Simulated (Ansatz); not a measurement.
`[F][Sn]([F])([SiH3])[Cl]` + HCl → `[F][Sn]([F])([Cl])[Cl]` + SiH₄ at 298.15 K and 1 bar (cleavage of the Sn–Si bond).

Program: Ansatz. Geometries: PBE0-D4/def2-TZVP. ΔE: electronic, gas phase. CCSD(T)/CBS is the MP2 limit (def2-TZVPP, def2-QZVPP) plus CCSD(T) − MP2 in def2-TZVPP, frozen cores. This one scheme is used for every species. Elements past krypton have def2 core potentials. For Sn outer-core shells are correlated without core-valence functions, which leaves a few kJ/mol of doubt a bond.

```tsv
species	CCSD(T)/CBS energy (Eh)	H − E (kJ/mol)	S (J/(mol·K))
`[F][Sn]([F])([SiH3])[Cl]`	-1164.39080	103.9	403.7
HCl	-460.38127	26.6	186.8
`[F][Sn]([F])([Cl])[Cl]`	-1333.31864	37.9	361.2
SiH₄	-291.46306	92.1	204.8
```

H − E and S are ideal-gas, rigid-rotor, harmonic terms from PBE0-D4/def2-TZVP. 1 Eh = 2625.50 kJ/mol, R = 8.31446 J/(mol·K).

Problem. By hand: ΔE, ΔH, ΔS and ΔG.

Solution. ΔE = (-1333.31864) + (-291.46306) − (-1164.39080) − (-460.38127) = -0.00963 Eh = -25.3 kJ/mol. Δ(H − E) = 37.9 + 92.1 − 103.9 − 26.6 = -0.5, so ΔH = -25.8 kJ/mol. ΔS = 361.2 + 204.8 − 403.7 − 186.8 = -24.5 J/(mol·K). ΔG = -25.8 − 298.15 × (-24.5)/1000 = -18.5 kJ/mol.

Problem. By hand: the equilibrium constant, and the temperature at which ΔG would vanish if ΔH and ΔS stayed fixed.

Solution. log₁₀ K = −ΔG/(RT ln 10) = 3.2. ΔG = 0 at ΔH/ΔS = 1053 K.

ΔH outweighs TΔS. A doubt of 5 kJ/mol in ΔE shifts log₁₀ K by 0.9 here. Modes under 60 cm⁻¹, often nearly free rotors, make the harmonic entropy too high. These are equilibria of isolated gas molecules and say nothing of rates. Largest T1 diagnostic: 0.014 (customary marks: 0.02 for closed shells, 0.045 for open ones).
